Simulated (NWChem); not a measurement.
System: CH₅FS₂Si; SMILES C[Si](F)(S)S

Here is an NWChem input.

```
start job
memory heap 200 mb stack 900 mb global 1100 mb
geometry units angstroms noautosym nocenter noautoz
  C      1.764917     0.122537    -1.160179
  Si     0.389958     0.000100     0.094713
  F      1.057041    -0.171464     1.584426
  S     -0.763481     1.808071    -0.041218
  S     -0.849755    -1.755698    -0.075602
  H      2.429338    -0.760259    -1.074483
  H      1.358278     0.156037    -2.190392
  H      2.367641     1.037685    -0.989145
  H     -1.739239     1.346075     0.790419
  H     -1.468753    -1.286240    -1.195244
end
basis spherical
  C library def2-svp
  Si library def2-svp
  F library def2-svp
  S library def2-svp
  H library def2-svp
end
dft
  xc m05-2x
  iterations 150
end
cosmo
  do_cosmo_smd true
  solvent dcm
end
task dft energy
```

Parts of the log:

```
             Northwest Computational Chemistry Package (NWChem) 7.3.0
             --------------------------------------------------------

                             Geometry "geometry" -> ""
                             -------------------------

 Output coordinates in angstroms (scale by  1.889725989 to convert to a.u.)

  No.       Tag          Charge          X              Y              Z
 ---- ---------------- ---------- -------------- -------------- --------------
    1 C                    6.0000     1.76491700     0.12253700    -1.16017900
    2 Si                  14.0000     0.38995800     0.00010000     0.09471300
    3 F                    9.0000     1.05704100    -0.17146400     1.58442600
    4 S                   16.0000    -0.76348100     1.80807100    -0.04121800
    5 S                   16.0000    -0.84975500    -1.75569800    -0.07560200
    6 H                    1.0000     2.42933800    -0.76025900    -1.07448300
    7 H                    1.0000     1.35827800     0.15603700    -2.19039200
    8 H                    1.0000     2.36764100     1.03768500    -0.98914500
    9 H                    1.0000    -1.73923900     1.34607500     0.79041900
   10 H                    1.0000    -1.46875300    -1.28624000    -1.19524400

 Effective nuclear repulsion energy (a.u.)     367.8572917942

                                 NWChem DFT Module
                                 -----------------

 Summary of "ao basis" -> "ao basis" (spherical)
 ------------------------------------------------------------------------------
       Tag                 Description            Shells   Functions and Types
 ---------------- ------------------------------  ------  ---------------------
 C                          def2-svp                 6       14   3s2p1d
 Si                         def2-svp                 8       18   4s3p1d
 F                          def2-svp                 6       14   3s2p1d
 S                          def2-svp                 8       18   4s3p1d
 H                          def2-svp                 3        5   2s1p

 in cosmo_initialize ...
 calling solv_data for solv:dcm

 solvent parameters
 solvname_short: dcm
 solvname_long:  dichloromethane
 dielec:        8.9300
 dielecinf:     2.0283
 nonaqueous SMD model solvent descriptors
 dielec:        8.9300
 sola:          0.1000
 solb:          0.0500
 solc:          0.0000
 solg:         39.1500
 solh:          0.6670
 soln:          1.4242

[...]

                                COSMO-SMD solvation results
                                ---------------------------

             internal energy in gas <Psi(g)|H|Psi(g)> =     -1226.493173845723
         internal energy in solvent <Psi(s)|H|Psi(s)> =     -1226.492256506647
                               delta internal energy  =         0.000917339076 (    0.58 kcal/mol)
   total free energy in solvent <Psi(s)|H+V/2|Psi(s)> =     -1226.501023634171
 polarization energy contribution <Psi(s)|V/2|Psi(s)> =        -0.008767127524 (   -5.50 kcal/mol)
    total free energy in solvent including G(SMD-CDS) =     -1226.504381938015
                       G(SMD-CDS) energy contribution =        -0.003358303844 (   -2.11 kcal/mol)
     1 M fixed-concentration free energy of solvation =        -0.011208092292 (   -7.03 kcal/mol)

                       DFT Final Molecular Orbital Analysis
                       ------------------------------------

 Vector   31  Occ=2.000000D+00  E=-3.769667D-01
              MO Center= -5.0D-01, -2.6D-01, -1.0D-01, r^2= 4.9D+00
   Bfn.  Coefficient  Atom+Function         Bfn.  Coefficient  Atom+Function
  ----- ------------  ---------------      ----- ------------  ---------------
    76      0.331927   5 S  py               73      0.265613   5 S  py
    58      0.233215   4 S  py               23     -0.205014   2 Si py
    75      0.199263   5 S  px               55      0.185842   4 S  py
    59     -0.173016   4 S  pz               72      0.160401   5 S  px
    70      0.150373   5 S  py               56     -0.141072   4 S  pz

 Vector   32  Occ=2.000000D+00  E=-3.310478D-01
              MO Center= -6.9D-01,  8.0D-01, -5.1D-02, r^2= 3.9D+00
   Bfn.  Coefficient  Atom+Function         Bfn.  Coefficient  Atom+Function
  ----- ------------  ---------------      ----- ------------  ---------------
    59      0.444805   4 S  pz               56      0.300396   4 S  pz
    57      0.283128   4 S  px               75      0.256623   5 S  px
    77     -0.218073   5 S  pz               54      0.199478   4 S  px
    53      0.171788   4 S  pz               72      0.172083   5 S  px
    74     -0.143451   5 S  pz               58      0.135625   4 S  py

 Vector   33  Occ=2.000000D+00  E=-3.172340D-01
              MO Center= -6.6D-01, -6.2D-01, -9.7D-02, r^2= 4.3D+00
   Bfn.  Coefficient  Atom+Function         Bfn.  Coefficient  Atom+Function
  ----- ------------  ---------------      ----- ------------  ---------------
    75      0.348739   5 S  px               76     -0.304210   5 S  py
    58     -0.282409   4 S  py               77     -0.274675   5 S  pz
    72      0.242386   5 S  px               73     -0.207638   5 S  py
    55     -0.196018   4 S  py               74     -0.190181   5 S  pz
    59     -0.185533   4 S  pz               56     -0.138154   4 S  pz

 Vector   34  Occ=0.000000D+00  E= 5.869389D-02
              MO Center= -6.0D-01, -2.4D-02, -1.1D-01, r^2= 5.1D+00
   Bfn.  Coefficient  Atom+Function         Bfn.  Coefficient  Atom+Function
  ----- ------------  ---------------      ----- ------------  ---------------
    17      0.627693   2 Si s                25     -0.592139   2 Si px
    99     -0.571485   9 H  s               104     -0.564257  10 H  s
    57     -0.421076   4 S  px                3      0.405705   1 C  s
    75     -0.382074   5 S  px               77     -0.371153   5 S  pz
    59      0.316838   4 S  pz               76     -0.261032   5 S  py

[...]
```

Level: M05-2X/def2-SVP, SMD on the gas-phase geometry. Coordinates come from a PBE-D3(BJ)/def2-SVP optimisation. Solvent: dichloromethane.
